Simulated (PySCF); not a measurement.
**LaS at UHF**

Computed with UHF; La x2c-TZVPall, S x2c-TZVPall; spin-free X2C with a Gaussian nucleus (PySCF 2.14).

```json
{
  "state": "doublet, about 0.1 electrons in the 4f shell (Mulliken)",
  "bond length": "239.0 pm",
  "harmonic wavenumber": "470 cm⁻¹",
  "force constant": "3.39 mdyn/Å",
  "rotational constant Be": "0.1136 cm⁻¹",
  "anharmonicity ωexe": "0.764 cm⁻¹",
  "vibration–rotation constant αe": "0.000270 cm⁻¹",
  "bond order (Mayer)": "2.07",
  "dipole moment (positive dipole means La(−)S(+))": "-6.64 D"
}
```

Spin–orbit coupling is left out, which matters for elements this heavy, above all for dissociation energies. Hartree–Fock leaves out correlation, which carries a large part of most bond energies and some tenths to 1 eV of ionisation energies. With d or f electrons several states lie close, and the lowest PBE0 determinant need not be the measured ground state.
